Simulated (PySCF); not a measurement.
CH10O2Si3, SMILES C[Si@H](O)O[SiH2][SiH3].

Coordinates come from a B3LYP-D3(BJ)/def2-SVP optimisation. The structure was generated by enumeration; whether it is a known compound was not checked. One conformer was computed; it need not be the lowest.

Two levels are set side by side: PBE/def2-TZVP (PySCF) and PBE0/def2-TZVP (PySCF). Same geometry, gas phase. Differences are taken from unrounded values.

```
quantity                      PBE0
---------------------------  -----
orbital gap (eV)              7.67
highest occupied level (eV)  -7.87
lowest empty level (eV)      -0.19
dipole moment (D)             1.62
```

Problem. What does PBE give, and how far is it from PBE0? (The exact figures need the calculation; the answer reports its results.)

Solution. 
| quantity | PBE | PBE minus PBE0 |
|---|---|---|
| orbital gap (eV) | 5.62 | -2.05 |
| highest occupied level (eV) | -6.68 | 1.19 |
| lowest empty level (eV) | -1.06 | -0.86 |
| dipole moment (D) | 1.64 | 0.02 |

Without exact exchange PBE keeps part of each electron's self-repulsion, which lifts occupied levels and narrows the gap. Differences between two approximate levels are no errors against the true value.

Rough cost on one machine, each run with all the roots and properties that it gave: PBE0 against PBE within a factor of 2.
